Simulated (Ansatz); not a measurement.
Basis-set series for `CC[SiH](F)S`. The species carries charge 0 and has multiplicity 1. Geometry: relaxed with PBE0-D4/def2-TZVP. It is one conformer, not always the lowest.

```xyz
12

C    -0.213   -1.029   -1.351
C    -0.637   -0.132   -0.190
Si    0.778    0.380    0.901
F     1.870    1.097   -0.029
S     0.171    1.664    2.482
H    -1.070   -1.309   -1.968
H     0.249   -1.953   -0.994
H     0.511   -0.528   -1.997
H    -1.124    0.776   -0.564
H    -1.376   -0.633    0.444
H     1.455   -0.758    1.566
H    -0.613    2.426    1.700
```

```json
{"functional": "PBE0-D4", "basis": "def2-SVP", "functions": "113", "energy (Eh)": "-867.25209", "HOMO (eV)": "-7.63", "LUMO (eV)": "0.80"}
{"functional": "PBE0-D4", "basis": "def2-TZVPP", "functions": "275", "energy (Eh)": "-867.71285", "HOMO (eV)": "-7.75", "LUMO (eV)": "0.33"}
{"functional": "ωB97M-V", "basis": "def2-SVP", "functions": "113", "energy (Eh)": "-867.57545", "HOMO (eV)": "-9.82", "LUMO (eV)": "2.73"}
{"functional": "ωB97M-V", "basis": "def2-TZVPP", "functions": "275", "energy (Eh)": "-868.04395", "HOMO (eV)": "-9.97", "LUMO (eV)": "2.11"}
```

(1) Give the rows for def2-QZVPP. (An estimate is asked.)

Results:

(1) Computed: 
```json
{"functional": "PBE0-D4", "basis": "def2-QZVPP", "functions": "521", "energy (Eh)": "-867.74528", "HOMO (eV)": "-7.78", "LUMO (eV)": "0.10"}
{"functional": "ωB97M-V", "basis": "def2-QZVPP", "functions": "521", "energy (Eh)": "-868.07469", "HOMO (eV)": "-10.00", "LUMO (eV)": "1.55"}
```

Positive LUMOs are unbound and depend on the basis.
